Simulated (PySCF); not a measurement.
Compound: C₆H₆NOS (doublet state).
Atom-mapped SMILES: `[CH3:1][N:2][c:3]1[cH:4][c:5](=[O:6])[cH:7][cH:8][s:9]1` (hydrogens: H10, H11, H12 on C1; H13 on C4; H14 on C7; H15 on C8)

Structure used (GFN2-xTB), in Å, numbered top down from 1:
```
atom  x, y, z in Å
C1     2.8414    0.4069    0.0403
N2     1.7870   -0.4374   -0.3545
C3     0.5428   -0.1988   -0.1439
C4    -0.4063   -1.1273   -0.5813
C5    -1.8409   -1.0703   -0.4558
O6    -2.5504   -1.9770   -0.8900
C7    -2.4156    0.1014    0.1984
C8    -1.7164    1.1222    0.7054
S9    -0.0026    1.3011    0.7080
H10    3.4398    0.6310   -0.8470
H11    2.5268    1.3379    0.5257
H12    3.4904   -0.1610    0.7135
H13   -0.0080   -1.9999   -1.0816
H14   -3.4945    0.1154    0.2596
H15   -2.1981    1.9637    1.1813
```

The hyperfine couplings belong to this conformer and change with its torsions.

Method: UKS B3LYP, pcH-1 on C H N O S, non-relativistic, mean-field spin-orbit, GIAO (PySCF 2.14.0). One conformer (not necessarily the lowest) at the GFN2-xTB geometry, without solvent, vibrations or thermal averaging. Couplings are sensitive to structure, and on GFN2-xTB geometries they can be far from those on DFT ones. No stability test was run, so a lower SCF solution isn't excluded. ⟨S²⟩ is 0.780 where a pure state has 0.75.

Q: Break the g tensor into its mass correction, gauge correction and orbital-Zeeman/spin–orbit terms.

A: 
| Δg (ppt) | 1 | 2 | 3 |
| --- | --- | --- | --- |
| relativistic mass correction | -0.21 | -0.21 | -0.21 |
| gauge correction | -0.02 | 0.04 | 0.04 |
| orbital Zeeman/spin–orbit | 0.01 | 2.28 | 5.29 |
| total | -0.22 | 2.11 | 5.12 |

So g = 2.00210, 2.00443, 2.00744 and g_iso = 2.00466; the tensor is rhombic: the two nearest values differ by 44 % of g3 − g1. Axes: g3 points within 3° of the C1–N2 bond.

Q: What are the electron Larmor frequencies g μB B/h along the three axes at 330 mT?

A: 9.2472, 9.2580, 9.2719 GHz for g1, g2 and g3, a range of 24.7 MHz.

Q: What effective moment and Curie constant follow for a powder?

A: With the mean of g² = 4.0187 and S(S+1) = 0.75: μ_eff = √(⟨g²⟩S(S+1)) = 1.736 μB and χT = 0.12505·⟨g²⟩·S(S+1) = 0.377 cm³ K/mol (cgs; spin-Hamiltonian part alone).

Q: In a frozen sample, at which fields do the three g values resonate at 9.5, 34, 94 and 263 GHz (hyperfine left aside), and which band first spreads them over more than twice a line width of 1.0 mT?

A: 
```
band    GHz  B(g3) mT  B(g2) mT  B(g1) mT  spread mT
   X    9.5    338.12    338.63    339.02       0.90
   Q   34.0   1210.11   1211.92   1213.34       3.23
   W   94.0   3345.59   3350.62   3354.52       8.92
   J  263.0   9360.54   9374.59   9385.50      24.96
```

The spread grows in proportion to the frequency. Q band is the first where it exceeds 2.0 mT.

Largest spin populations (Mulliken): C4 (+0.62), N2 (+0.46), O6 (+0.20) and C3 (-0.18). Three atoms exceed +0.15. The angles at C4 add up to 360.0°, so it is planar.

The HOMO–LUMO gaps are 5.12 eV among the α and 2.76 eV among the β orbitals.

Hardware: an AMD EPYC 9R45 with one thread, shared host. Cost: 58 s wall (with the writing of density and orbital grids), 1.1 GiB resident at most.

The SMILES draws the unpaired electron on N2; the largest computed Mulliken spin population is on C4 (0.62 against 0.46).
